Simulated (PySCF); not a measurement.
Results of a calculation; reference values are marked as such.
## C2H7AlNO4

The system: C2H7AlNO4, a small molecule (built as: C site whose three back bonds go to OAl(OH)2, NH2, OCH3); neutral, doublet. The structure, one conformer, was relaxed in the gas phase by PBE0-D3(BJ)/def2-SVP. No frequency run checks that it is a minimum.

SMILES: CO[C](N)[O][Al]([OH])[OH]

```tsv
atom	x (Å)	y (Å)	z (Å)
C1	0.251	0.768	-1.030
O2	-0.036	1.229	0.087
Al3	-1.069	0.577	1.592
O4	-1.869	-0.639	0.610
O5	0.179	-0.035	2.650
N6	0.065	1.484	-2.144
O7	0.794	-0.399	-1.250
C8	0.995	-1.299	-0.150
H9	-2.662	-1.054	0.954
H10	0.317	0.424	3.481
H11	0.290	1.092	-3.047
H12	-0.385	2.384	-2.070
H13	0.032	-1.767	0.093
H14	1.732	-2.029	-0.501
H15	1.355	-0.761	0.740
```

EPR values by unrestricted B3LYP, IGLO-III on Al C N O, pcH-1 on H.

Q: Predict g and the largest hyperfine couplings. Where does the spin sit?

A: g = 1.9998, 2.0010, 2.0019. The spin sits on Al3 (95 %, bonded to 3 O) by Mulliken populations.
| atom | isotope | isotropic (MHz) | dipolar, principal values (MHz) |
| --- | --- | --- | --- |
| Al3 | 27Al | 1084.9 | -41.5, -39.9, 81.4 |
| O2 | 17O | -77.8 | -3.1, 1.4, 1.7 |
| O5 | 17O | -37.7 | -24.3, 11.6, 12.7 |
| O4 | 17O | -37.1 | -21.4, 10.3, 11.1 |
| C1 | 13C | 12.3 | -1.6, -0.8, 2.4 |
| H10 | 1H | -5.3 | -8.7, -3.1, 11.8 |

Q: How do the isotropic couplings move with BHandHLYP?

A: Al3 1084.9 to 1100.4 MHz, O2 -77.8 to -73.8 MHz, O5 -37.7 to -39.4 MHz, O4 -37.1 to -38.4 MHz.
